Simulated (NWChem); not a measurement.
Molecule: ZrHCl3; SMILES [Cl][ZrH]([Cl])[Cl]

```xyz
5

Zr     0.0000     0.0000    -0.2700
Cl     2.2009     0.4633     0.3130
Cl    -1.5017     1.6744     0.3130
Cl    -0.6993    -2.1377     0.3130
H      0.0000     0.0000    -2.0935
```
Atoms are numbered in this order, from 1.

Level: PBE0/def2-SVP with def2 effective core potentials on Zr (NWChem), optimised geometry, unscaled harmonic frequencies. def2 effective core potentials on Zr; no spin-orbit coupling.

Problem. List the harmonic frequencies with IR intensities, and the thermochemistry.

Solution. 
| frequency (cm⁻¹) | IR intensity (km/mol) |
|---|---|
| 93 | 7.6 |
| 94 | 2.1 |
| 94 | 2.1 |
| 386 | 10.9 |
| 404 | 23.7 |
| 404 | 23.7 |
| 511 | 144.9 |
| 511 | 144.9 |
| 1771 | 257.3 |

The zero-point energy is 6.1 kcal/mol, the thermal correction to the enthalpy at 298.15 K (with zero-point energy) comes out as 10.7 kcal/mol and the heat capacity Cv comes out as 18.7 cal/(mol K). The entropy at 298.15 K and 1 atm (symmetry number 3) is 83.5 cal/(mol K).

Rigid rotor and harmonic oscillator; modes under 100 cm⁻¹ make the entropy uncertain.
